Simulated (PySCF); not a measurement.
Input file for PySCF: R-M06-2X/def2-TZVPP on CH3FGeO (SMILES C[O][Ge][F]), a point of a torsion scan.

```python
from pyscf import gto, dft

mol = gto.M(
    atom='''
    C    -0.90850031   -0.06666351    0.15898133
    O     0.08496332    0.92493281    0.00534610
    Ge    1.42298533    1.47844890   -0.93812139
    F     1.47465101    0.16008015   -2.23808216
    H    -0.83286867   -0.81644616   -0.62994276
    H    -1.89119976    0.40718243    0.11742990
    H    -0.78178486   -0.54741720    1.13102529
    ''',
    basis='def2-tzvpp',
    charge=0, spin=0, verbose=4, max_memory=1800)
mf = dft.RKS(mol, xc='m062x').density_fit(auxbasis='def2-universal-jkfit')
mf.grids.level = 4
mf.conv_tol = 1e-9
mf.max_cycle = 150
mf.kernel()
mf.dip_moment()
```

What total energy does the run end on?

-2292.0519 hartree.
